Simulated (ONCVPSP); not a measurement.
# Pseudopotential generation for carbon (C): ONCV, LDA (Perdew-Zunger), scalar-relativistic.

ONCVPSP 4.0.1 input, shortened (lines: element, Z, core and valence counts, functional; n l f; lmax; l rc ep ncon nbas qcut; lloc lpopt rc5 dvloc0; l nproj debl; icmod fcfact rcfact), LDA (Perdew-Zunger), scalar-relativistic:

```
  C 6.00    1    2        3      upf
    1    0    2.00
    2    0    2.00
    2    1    1.75
    1
    0    1.25    0.00    4    8    5.20
    1    2.50    0.00    4    8    6.20
    4    5    1.15   -1.00
    0    2    2.00
    1    3    2.10
    0    0.00    0.00
```

All-electron outer shells of the reference configuration (LDA (Perdew-Zunger), scalar-relativistic, ld1.x):

```csv
shell,level (eV),outermost node (bohr),outermost maximum (bohr)
1s,-274.05,–,0.18
2s,-16.34,0.38,1.20
2p,-8.02,–,1.17
```

(1) Estimate the cutoffs (Ha) at which the residual kinetic energy of the hardest occupied pseudo-wave falls to 1 and 0.1 mHa per electron.

(2) Does the potential have ghost states?

(3) Which valence shell sets the plane-wave cutoff?

(4) Tests: 2s2 2p2; 2s2 2p1; 2s2 2p0; 2s1 2p3. Which has the largest error in its energy relative to the reference configuration, and how large is it?

Results:

(1) 24 Ha and 99 Ha.

(2) No bound ghost flagged; GHOST(+) flagged for p at 176.5 eV.

(3) 2s: 24 Ha for 1 mHa per electron, against 11 Ha for 2p.

(4) 2s2 2p0, with +509 meV (all-electron minus pseudo) on +33.57 eV.
